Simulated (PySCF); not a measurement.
## Vertical excitation energies

C6H7F2O (charge +1).
InChI=1S/C6H7F2O/c7-6(8)9-5-3-1-2-4-5/h1,3,6H,2,4H2/q+1

Method: TDDFT CAM-B3LYP/def2-SVPD, vertical, gas phase, core orbitals frozen in the response in PySCF. One conformer (not necessarily the lowest) at the PBE0-D3(BJ)/def2-SVP geometry, without solvent, vibrations or thermal averaging. Torsions of this conformer, `[F:1][CH:2]([F:3])[O:4][C+:5]1[CH:6]=[CH:7][CH2:8][CH2:9]1`: F1–C2–O4–C5 58°, C2–O4–C5–C6 179°.

```tsv
state	E (eV)	λ (nm)	ν̃ (cm⁻¹)	f	|μ| (D)	main configurations (H = HOMO, L = LUMO)
S1	5.35	231.8	43130	0.326	4.01	H→L (97%)
S2	5.94	208.6	47930	0.0014	0.25	H-1→L (96%)
S3	6.55	189.3	52840	0.0006	0.15	H-3→L (63%), H-4→L (31%)
S4	6.92	179.1	55830	0.0005	0.13	H-4→L (46%), H-5→L (40%), H-3→L (12%)
S5	7.03	176.3	56720	0.086	1.80	H-2→L (98%)
S6	7.69	161.3	62010	0.0000	0.02	H-5→L (42%), H-10→L (19%), H-3→L (18%)
```

The lowest singlet comes at 232 nm (516 kJ/mol) in the ultraviolet; it is strong; its leading configuration is HOMO→LUMO (97%). The lowest level is also the most intense of those listed (f = 0.326). Löwdin shares by element: HOMO carbon 65% or more, oxygen 12% (atoms not listed hold the other 23%); LUMO carbon 66% or more, oxygen 13% (atoms not listed hold the other 20%). Of the 6 states listed, 2 reach f = 0.01 and 2 stay under 0.0005. The oscillator strengths of these states sum to 0.415; summed over the whole spectrum of an exact calculation they would give the number of electrons, 68 (Thomas–Reiche–Kuhn). Orbital energies (eV): HOMO-3 -17.16, HOMO-2 -16.98, HOMO-1 -16.84, HOMO -14.96, LUMO -6.73, LUMO+1 -3.23, LUMO+2 -2.70. Only the lowest 6 singlets were computed, as vertical energies without vibronic structure.
